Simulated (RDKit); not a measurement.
Job for RDKit: MMFF94 on C3H4O (SMILES O=C1CC1).

```python
from rdkit import Chem
from rdkit.Chem import AllChem, rdDetermineBonds

blocks = [
'''8

O    -1.33331435    1.64731342    0.12856513
C    -0.58344845    0.72085172    0.05625597
C     0.80359310    0.24815279    0.06450507
C    -0.41650880   -0.72639634   -0.10186030
H     1.42281681    0.42967381   -0.80634508
H     1.34138995    0.22234799    1.00518412
H    -0.65796926   -1.37462634    0.73256369
H    -0.57655899   -1.16731705   -1.07896861
''',
]
mol = None
for b in blocks:
    f = Chem.MolFromXYZBlock(b)
    rdDetermineBonds.DetermineBonds(f, charge=0)
    mol = f if mol is None else Chem.CombineMols(mol, f)
Chem.SanitizeMol(mol)
print(Chem.MolToSmiles(Chem.RemoveHs(mol)))
ff = AllChem.MMFFGetMoleculeForceField(mol, AllChem.MMFFGetMoleculeProperties(mol), nonBondedThresh=100.0, ignoreInterfragInteractions=False)
e = ff.CalcEnergy()
print(f'MMFF94 energy {e:.6f} kcal/mol')
```

Program output:

```
O=C1CC1
MMFF94 energy 16.066200 kcal/mol
```

The run finished.

Cost: around 0.04 core-seconds (rough).
